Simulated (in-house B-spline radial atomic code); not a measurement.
Atomic self-consistent-field run: neutral rhodium (an excited or competing configuration). All numbers are computed (scalar-relativistic (X2C) BHandHLYP, spin-polarised, spherical fractional occupations; Fermi nucleus of rms radius 4.4945 fm) with a radial B-spline atomic code at the basis-set limit, not measured.

Command:
```bash
python run_scf.py task.json out
```
Settings (nuclear radius in fm, mass in u):
```
Z                45
configuration    [Ar] 3d9 4s2 4p6 4d8 5s1 5d1
hamiltonian      x2c
method           bhandhlyp
spin_polarised   True
nucleus          fermi
rms_radius       4.4945
atomic_mass      102.90549
speed_of_light   137.035999084
```

Output (hartree, bohr):
```
 radial grid: 92 intervals, B-splines of order 8, outer radius 144.5 bohr

 iter        energy (Eh)    residual
    1       -4765.306192    4.64e-01
    2       -4767.007629    3.16e-01
    3       -4771.271173    4.43e-02
    4       -4771.368793    1.39e-02
    5       -4771.372227    1.55e-03
    6       -4771.372328    6.61e-04
    7       -4771.372339    3.18e-04
    8       -4771.372343    8.36e-05
    9       -4771.372344    8.57e-06
   10       -4771.372344    8.47e-07
   11       -4771.372344    6.04e-08

 total energy                     -4771.37234
 kinetic                            4975.3209
 electron-nucleus                 -11517.9882
 Hartree                            1909.0466
 exact exchange                      -67.3315
 exchange-correlation                -70.4201

 orbital      occ     eigenvalue          <r>       <r^2>       <1/r>       r_max
 1s up      1.000      -853.1111    0.0320956  0.00140227     48.8096     0.02055
 1s down    1.000      -853.1075    0.0320954  0.00140224     48.8098     0.02055
 2s up      1.000      -126.5719     0.141338   0.0236147     10.9938      0.1196
 2s down    1.000      -126.4453     0.141263   0.0235881     11.0002      0.1196
 2p up      3.000      -113.5204     0.123496   0.0186438     10.3533     0.09554
 2p down    3.000      -113.4066     0.123395     0.01861     10.3599      0.0955
 3s up      1.000       -24.1792      0.38637    0.170861     3.82453      0.3495
 3s down    1.000       -24.0226     0.386796    0.171208     3.81677      0.3497
 3p up      3.000       -19.8275     0.385518    0.172642     3.59328      0.3425
 3p down    3.000       -19.6460     0.386082    0.173103     3.58468      0.3428
 3d up      5.000       -12.9225     0.363448    0.157222      3.3556      0.2885
 3d down    4.000       -12.5395     0.365292    0.158937     3.34166      0.2895
 4s up      1.000        -3.9585      0.96043     1.04426     1.43998      0.8663
 4s down    1.000        -3.8362     0.961527     1.04703     1.43876      0.8667
 4p up      3.000        -2.6521      1.05091     1.26435     1.28713       0.923
 4p down    3.000        -2.5170      1.05177     1.26659     1.28652      0.9234
 4d up      5.000        -0.7521      1.37977     2.28242    0.967606       1.079
 4d down    3.000        -0.5454      1.44307      2.5314    0.934719       1.096
 5s up      1.000        -0.4219      2.84329      9.1775      0.4491       2.427
 5d up      1.000        -0.0135      12.0348     171.322    0.102292       9.807
```

Cost of the run: 1.1 s on 1 thread of Arm Neoverse V1 (shared host).

Caution: exact exchange at fractional occupations of open shells leaves self-interaction of up to several eV.

One-electron X2C: radii and densities carry no picture-change correction, so inner-shell <1/r> comes out high (for 1s by about 2 % at Z = 33, 5 % at 54, 10 % at 75, 30 % at 118) and <r> low.
